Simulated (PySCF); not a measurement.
How methods differ on the excitation energy of Zr²⁺

Zr²⁺ [Kr] 4d2 (3F) → Zr²⁺ [Kr] 4d1 5s1 (3D), as a difference of total energies. Computed with PySCF 2.14 in aug-cc-pwCVDZ-PP with ECP28MDF, with scalar relativity through the core potential. Correlated levels: valence and next inner shell: nothing frozen outside the core potential. The calculations carry no spin-orbit coupling.

```
                                method  excitation energy (eV)
                                   UHF                   2.345
    MP2 (valence and next inner shell)                   1.974
SCS-MP2 (valence and next inner shell)                   2.075
   CCSD (valence and next inner shell)                   2.064
CCSD(T) (valence and next inner shell)                   2.032
```

**Question.** How much does correlation contribute at CCSD(T) (valence and next inner shell)?

**Answer.** 2.032 − (2.345) = -0.313 eV, measured against UHF.
